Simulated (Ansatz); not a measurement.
C2H6BFO (`BC(F)CO`) at its PBE0-D4/def2-TZVP geometry, where that method's forces vanish. Charge 0, multiplicity 1.

```xyz
11

B     0.7221    0.6523    0.6882
C    -0.7509    0.0025    0.6426
F    -0.9660   -1.0499    1.5306
C    -0.4632   -0.5313   -0.7388
O     1.0011   -0.3901   -0.6882
H     1.4953    0.3335    1.5434
H     0.8107    1.7655    0.2342
H    -1.6247    0.6535    0.6960
H    -0.7136   -1.5797   -0.9022
H    -0.8628    0.0959   -1.5364
H     1.3520    0.0480   -1.4695
```

(1) What forces (eV/Å) does PBE-D4/def2-TZVPP give on these atoms in Ansatz 0.2.0? (An estimate is asked.)

## Answers

(1) The calculation gave: 
```
B1   0.034  0.096  0.004
C2   0.069  0.322 -0.157
F3  -0.117 -0.519  0.472
C4  -0.337  0.022 -0.080
O5   0.459 -0.295  0.283
H6   0.080 -0.028  0.096
H7   0.017  0.119 -0.027
H8  -0.200  0.169  0.003
H9  -0.065 -0.235 -0.044
H10 -0.099  0.122 -0.180
H11  0.158  0.228 -0.370
```
